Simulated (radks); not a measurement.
Question: Valence configurations of Nb+ (all share [Kr]). All-electron calculation, Dirac Kohn-Sham, PBE, spin-unpolarised, spherical densities, finite nucleus; open shells fill j = l - 1/2 first; Fermi nuclear charge, rms radius 4.324 fm. Program: a radial shooting solver on a logarithmic mesh with Libxc functionals. Order these by energy: 4d2 5s2; 4d1.5 5s1.5 5p1; 5s2 5p2; 4d2 5p2; 4d4; 4d3.5 5s0.5; 4d3 5s1; 4d3 5p1; 4d2 5s1 5p1; 4d1 5s2 5p1.

Answer: From the lowest, in eV above it: 4d4 0.000; 4d3.5 5s0.5 0.093; 4d3 5s1 0.444; 4d2 5s2 2.023; 4d3 5p1 4.336; 4d2 5s1 5p1 6.253; 4d1.5 5s1.5 5p1 7.703; 4d1 5s2 5p1 9.509; 4d2 5p2 10.554; 5s2 5p2 19.277. NIST lists [Kr] 4d4 as the ground configuration; this level of theory agrees among the configurations tried. The energies are those of spherical spin-averaged densities, not of single terms.
